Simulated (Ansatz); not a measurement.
Isolated molecules relaxed with PBE0-D4/def2-TZVP in Ansatz; ΔE leaves out vibrations. CBS: MP2 limit from def2 TZ/QZ plus the TZ coupled-cluster correction, frozen cores. This one scheme is used for every species. DFT in def2-TZVPP. B3LYP here is the variant with VWN-RPA as its local correlation; programs differ in this. One conformer a species, not always the lowest.

Consider the ligand exchange at the Si–O bond: `O[SiH](O)[SiH](Cl)Cl` + HCl → `O[SiH](Cl)[SiH](Cl)Cl` + H₂O.

`O[SiH](O)[SiH](Cl)Cl`:

Cartesian coordinates in Å:
```
O -1.472 -0.022 1.257
Si -0.144 -0.681 0.559
O -0.469 -1.830 -0.567
Si 0.956 0.983 -0.676
Cl -0.544 2.164 -1.464
Cl 2.112 2.130 0.575
H -2.001 0.573 0.720
H 0.638 -1.233 1.691
H -0.890 -2.646 -0.289
H 1.814 0.564 -1.806
```

HCl:

Z-matrix (Å, degrees):
```
Cl
H 1 1.279
```

`O[SiH](Cl)[SiH](Cl)Cl`:

```xyz
9

O    -2.008   -0.100    0.525
Si   -0.512    0.492    0.819
Cl   -0.349    2.467    0.281
Si    1.056   -0.656   -0.495
Cl    2.854    0.316   -0.521
Cl    0.244   -0.687   -2.387
H    -2.296   -0.152   -0.389
H    -0.302    0.382    2.277
H     1.312   -2.062   -0.109
```

H₂O:

Z-matrix (Å, degrees):
```
O
H 1 0.960
H 1 0.960 2 105.1
```

**Question.** Is it downhill or uphill in electronic energy at CCSD(T)/CBS, and by how much? (Best estimate.)

**Answer.** The calculation gave: Nearly level: ΔE = -0.7 kJ/mol.

**Question.** What do these levels give: PBE-D4, r2SCAN-D4, PBE0-D4, ωB97M-V, PBE, PBE0, B3LYP, SCS-MP2/def2-TZVPP, HF/def2-QZVPP, MP2/def2-QZVPP, MP2/CBS(def2), CCSD/CBS(def2)? (Best estimate.)

**Answer.** The calculation gave: PBE-D4 -5.0, r2SCAN-D4 0.1, PBE0-D4 -4.4, ωB97M-V 1.8, PBE -2.1, PBE0 -1.7, B3LYP 7.3, SCS-MP2/def2-TZVPP 5.0, HF/def2-QZVPP 11.4, MP2/def2-QZVPP -2.7, MP2/CBS(def2) -5.5, CCSD/CBS(def2) 1.0 kJ/mol.

Largest T1 diagnostic among the species: 0.011.

In def2-TZVPP, CCSD(T) changes the Hartree–Fock value by −5.7 kJ/mol (the triples alone add −1.7 kJ/mol) and MP2 by −10.4 kJ/mol. The D4 term adds −4.9 kJ/mol with B3LYP and −2.7 kJ/mol with PBE0; it sums over pairs of atoms, weighted by their polarisabilities, and B3LYP, whose exchange is more repulsive, gets the larger term.
